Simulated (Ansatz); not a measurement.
Program: Ansatz. Geometries: PBE0-D4/def2-TZVP. ΔE: electronic, gas phase. CBS: MP2 limit from def2 TZ/QZ plus the TZ coupled-cluster correction, frozen cores. DFT in def2-TZVPP. B3LYP here is the variant with VWN-RPA as its local correlation; programs differ in this. For Ge, Se outer-core shells are correlated without core-valence functions, which leaves a few kJ/mol of doubt a bond. Scalar relativity is left out up to krypton. Each species was taken in one conformer, which may not be the lowest.

`C[O][Ge]([O]C)([O]C)[Se]C` + `O[BH][AlH2]` → `C[Se][BH][AlH2]` + `C[O][Ge]([OH])([O]C)[O]C`  (redistribution)

CCSD(T)/CBS gives +0.47 eV.

Question: Another level gave +0.56 eV. Which?
A. ωB97M-V/def2-TZVPP
B. r2SCAN/def2-TZVPP
C. B3LYP-D4/def2-TZVPP
D. SCS-MP2/def2-TZVPP

Answer: A. ωB97M-V 0.56, SCS-MP2/def2-TZVPP 0.48, r2SCAN 0.43, B3LYP-D4 0.60 eV.

Largest T1 diagnostic among the species: 0.014.

The D4 term adds +0.07 eV with B3LYP and +0.04 eV with PBE0; it sums over pairs of atoms, weighted by their polarisabilities, and B3LYP, whose exchange is more repulsive, gets the larger term.
